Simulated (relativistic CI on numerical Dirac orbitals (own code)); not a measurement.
V⁵⁺ in a cubic cluster: 1s photoemission with charge transfer

Computed with a charge-transfer multiplet model of a cubic metal-ligand cluster with up to 2 ligand holes, Slater and spin-orbit integrals from Dirac-Coulomb-Breit ions, Slater integrals scaled by 0.8. The ground state mixes d0 with configurations of k ligand holes L, whose averages lie at kΔ + k(k − 1)U_dd/2; a core hole lowers each added d electron by U_cd. 300 K, Lorentzian 1.1 eV and Gaussian 0.6 eV FWHM.

Atomic integrals in eV (Slater integrals scaled, ζ unscaled), ground: F2dd 8.057, F4dd 5.049, zeta_d 0.024; with the core hole: F2dd 8.057, F4dd 5.049, zeta_d 0.046, G2cd 0.051. Where a configuration has fewer than two d electrons, the dd integrals are those of d2.

Cluster parameters (eV): Δ = 1.7, U_dd = 5.3, 10Dq = 2.05, 10Dq(ligand) = 0.8, V(eg) = 3.2, V(t2g) = -1.54, final-state hopping factor = 0.8.

| Case | n_d | d0 | d1L | d2L2 | S |
| --- | --- | --- | --- | --- | --- |
| U_cd = 5.5 eV | 0.81 | 0.34 | 0.52 | 0.15 | 0.00 |
| U_cd = 6.7 eV | 0.81 | 0.34 | 0.52 | 0.15 | 0.00 |
| U_cd = 7.3 eV | 0.81 | 0.34 | 0.52 | 0.15 | 0.00 |
| U_cd = 7.9 eV | 0.81 | 0.34 | 0.52 | 0.15 | 0.00 |
| U_cd = 8.5 eV | 0.81 | 0.34 | 0.52 | 0.15 | 0.00 |

Weights, n_d and S are thermal averages at 300 K. Binding energies count from the first peak over 30 % of the highest in each spectrum, which can be another peak from case to case. The parameters are a model scan and need not match a compound or its usual spin state. Peaks in eV (height, largest 100):
- U_cd = 5.5 eV: 0.0 (100), 11.9 (6)
- U_cd = 6.7 eV: 0.0 (100), 3.3 (5), 12.1 (10)
- U_cd = 7.3 eV: 0.0 (100), 3.2 (6), 12.4 (11)
- U_cd = 7.9 eV: 0.0 (100), 3.1 (7), 12.9 (14)
- U_cd = 8.5 eV: 0.0 (100), 3.1 (7), 13.1 (17)

A d0 ion has no d-d gap: its lowest excitations are ligand-to-metal charge transfer. With the core hole the configuration with one ligand hole lies at Δ − U_cd = -3.8, -5.0, -5.6, -6.2, -6.8 eV from the one without, in the order of the table; where this is negative the screened configuration lies lower, though the effective hopping of about 5.6 eV (from the holes of the mixed ground state) mixes the two strongly wherever it is as large as the gap.

With at most 2 ligand holes the space is cut while the next configuration still counts, so covalency is underestimated, and a final configuration with one more ligand hole, which can lie low, is missing from the spectra.
